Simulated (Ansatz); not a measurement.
GeFH3 (GeH3F). The state is a singlet with charge 0. Geometry PBE-D4/def2-TZVP, basis def2-TZVP, Ansatz.

Cartesian coordinates in Å:
```
Ge -0.0574 0.0668 -0.0364
F 1.0062 -1.1711 0.6372
H 0.7320 1.3925 0.0271
H -1.3168 0.0836 0.8571
H -0.3640 -0.3719 -1.4850
```

```json
{"run": "A", "HOMO (eV)": "-8.67", "LUMO (eV)": "-0.92"}
{"run": "B", "HOMO (eV)": "-8.55", "LUMO (eV)": "-0.75"}
{"run": "C", "HOMO (eV)": "-9.96", "LUMO (eV)": "0.00"}
{"run": "D", "HOMO (eV)": "-8.23", "LUMO (eV)": "-1.42"}
{"run": "E", "HOMO (eV)": "-8.14", "LUMO (eV)": "-1.13"}
{"run": "F", "HOMO (eV)": "-9.70", "LUMO (eV)": "-0.22"}
```

Question: The runs used B97M-V, LDA (SPW92), PBE, PBE0, r2SCAN, r2SCAN0. Estimate which is which.

Answer: A B97M-V (0 % exact exchange); B r2SCAN (0 % exact exchange); C r2SCAN0 (25 % exact exchange); D LDA (SPW92) (0 % exact exchange); E PBE (0 % exact exchange); F PBE0 (25 % exact exchange). Exact exchange lowers occupied and raises empty levels; among semilocal functionals meta-GGAs tend to open the gap a little, and such runs are hard to tell apart. The gap grows from 6.81 eV (LDA (SPW92)) to 9.96 eV (r2SCAN0).
